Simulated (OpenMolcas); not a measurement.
**V3+: ligand-field states by method**

V3+ with 4 ligands (oxide) in tetrahedral coordination (Td) at 1.78 Å. A charge of +1.25 e stands 3.2 Å behind each ligand. Ligand basis ANO-RCC-VDZP.
```
V     0.0000    0.0000    0.0000
O     1.0277    1.0277    1.0277
O     1.0277   -1.0277   -1.0277
O    -1.0277    1.0277   -1.0277
O    -1.0277   -1.0277    1.0277
```

```
Program             : OpenMolcas 26.06
Basis               : ANO-RCC-VDZP [5s4p2d1f]
Scalar Hamiltonian  : DKH2, point nucleus
Active space        : 2 electrons in 5 orbitals (3d)
State averaging     : 2S+1 = 3 even, 10 roots; 2S+1 = 1 even, 15 roots
Spin-orbit coupling : state interaction with AMFI integrals over the reference wave functions
```

I. CASSCF
II. SS-CASPT2, IPEA 0.25 Eh, imaginary shift 0.1 Eh (closed shells correlated: 3s 3p and the ligand valence shells)

Spin-free states (labels of Td) in cm-1, each column counted from its own energy of the first state listed:

```tsv
State	Degeneracy	I	II
3A2	1	0	0
3T2	3	7658	5920
3T1	3	12990	11030
1E	2	13980	9990
1T2	3	20614	14370
1A1	1	22451	16970
3T1	3	23240	18680
1T1	3	24572	18670
1E	2	29284	23350
1T2	3	30630	24110
1A1	1	51988	39320
```

From I to II, I's first state of the same spin (3T2) moves from 7658 to 5920 cm-1, by about -1700 cm-1.

From I to II, I's first state of another spin (1E) moves from 13980 to 9990 cm-1, by about -4000 cm-1.

χT at 300 K: I 0.98, II 0.97 cm3 K/mol.

Roots that are degenerate in the reference are averaged as groups; the widest CASPT2 spread within a group is 640 cm-1 (the 3-fold group of multiplicity 3 near 5920 cm-1 above the lowest state of its run, II). Shifts and gaps below about the spread of the groups concerned are not significant. Over all roots computed the reference weight is 0.69 to 0.71 in II; a low but even weight reflects the number of correlated electrons. The least metal-like active orbital is 84 % on the metal (Löwdin) and no ligand orbital is active, so the numbers are rough. The oxide ions are held by bare point charges, a crude embedding. Ligand-to-metal charge-transfer states are missing. With no ligand orbital active B as a rule stays too high, so bands that hang on it stand too high and its fall with covalency is understated. Without dynamic correlation the repulsion within the d shell is too large (B by tens of per cent), so at a given field states of lower spin stand too high (holds for I). With metal d orbitals alone and no dynamic correlation the field as a rule comes out too small, by tens of per cent, by up to half for chloride and softer ligands (holds for I). These CASPT2 states fit no ligand-field parameters well, so their order and spin gaps are uncertain (holds for II). With one d shell and no ligand orbital active, 10Dq can be off by a tenth or more (holds for II). The distance lies 6 % under the 1.89 Å that this model takes as the normal distance (a Shannon-type radius plus a fixed donor radius); by an R⁻⁵ law this alone changes a d-shell field by about +35 %. No measured value stands beside these numbers; the geometry was imposed, not optimised, and the real ion may take another.
